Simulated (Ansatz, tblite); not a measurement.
Isomers of ZrTe2 (singlet), found by a short tight-binding search and relaxed with PBE-D4/def2-TZVP in Ansatz.

In the def2 sets Te, Zr take a core potential; there is no spin–orbit coupling. The xTB rows come from tblite.

Run but left out: HF/def2-TZVPP, MP2/def2-TZVPP, CCSD/def2-TZVPP, CCSD(T)/def2-TZVPP (A: restricted singlet, unstable towards broken spin symmetry).

B: The restricted singlet is unstable towards broken spin symmetry in Hartree–Fock (as tested in another run); at LDA (SPW92)/def2-TZVP, PBE-D4/def2-TZVP, r2SCAN-D4/def2-TZVP, PBE0-D4/def2-TZVP and others this wasn't settled.

Other spin states were run for one of them alone.

A:

| atom | x (Å) | y (Å) | z (Å) |
| --- | --- | --- | --- |
| Zr1 | -0.2512 | -0.0404 | -0.9649 |
| Te2 | -0.8018 | 1.8786 | 0.6461 |
| Te3 | 1.0530 | -1.8382 | 0.3188 |

B:

Cartesian coordinates in Å:
```
Zr -0.283 1.534 0.132
Te -1.032 -0.925 -0.753
Te 1.315 -0.608 0.621
```

Problem. Estimate their order by electronic energy at PBE0-D4/def2-TZVP, counted from the lowest.

Solution. A (0.0) < B (35.0), in kcal/mol.

Problem. Do the other levels pick the same lowest one?

Solution. All that were run do. Energies above each level's lowest (kcal/mol):

```json
{"level": "GFN1-xTB", "A": "0.0", "B": "17.1"}
{"level": "GFN2-xTB", "A": "0.0", "B": "1.1"}
{"level": "LDA (SPW92)/def2-TZVP", "A": "0.0", "B": "34.3"}
{"level": "PBE-D4/def2-TZVP", "A": "0.0", "B": "36.2"}
{"level": "r2SCAN-D4/def2-TZVP", "A": "0.0", "B": "40.3"}
{"level": "PBE0-D4/def2-TZVP", "A": "0.0", "B": "35.0"}
{"level": "r2SCAN0-D4/def2-TZVP", "A": "0.0", "B": "37.3"}
```
Point groups (tolerance 0.1 Å): A C2v, B C2v. Lower isomers may exist.
